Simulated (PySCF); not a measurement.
CH3OS, multiplicity 2. Atoms are numbered in the order given.

```xyz
6

C      0.2986     1.3848     0.0000
S     -0.4984    -0.2233     0.0000
O      0.6036    -1.2307     0.0000
H      0.9176     1.4805     0.8934
H     -0.4820     2.1490     0.0000
H      0.9176     1.4805    -0.8934
```
Charge 0, spin multiplicity 2.

Coordinates come from a ωB97X-D3(BJ)/def2-TZVP optimisation. The isomer is the one that the SMILES or the coordinates give; other isomers of the formula were not compared.

Calculation: PBE/def2-TZVPD (PySCF).

Mulliken values depend strongly on the basis, most of all with diffuse functions as here. ESP charges are fitted to the potential on shells at 1.4 to 2.0 van der Waals radii. Atomic charges (e):

```json
[
 {"atom": "C1", "ESP fit": "-0.38", "meta-Löwdin": "-0.49", "Mulliken": "-0.49", "Mulliken spin": "-0.04"},
 {"atom": "S2", "ESP fit": "0.19", "meta-Löwdin": "0.71", "Mulliken": "0.24", "Mulliken spin": "0.61"},
 {"atom": "O3", "ESP fit": "-0.29", "meta-Löwdin": "-0.65", "Mulliken": "-0.38", "Mulliken spin": "0.39"},
 {"atom": "H4", "ESP fit": "0.17", "meta-Löwdin": "0.14", "Mulliken": "0.20", "Mulliken spin": "0.02"},
 {"atom": "H5", "ESP fit": "0.14", "meta-Löwdin": "0.14", "Mulliken": "0.22", "Mulliken spin": "0.00"},
 {"atom": "H6", "ESP fit": "0.17", "meta-Löwdin": "0.14", "Mulliken": "0.20", "Mulliken spin": "0.02"}
]
```
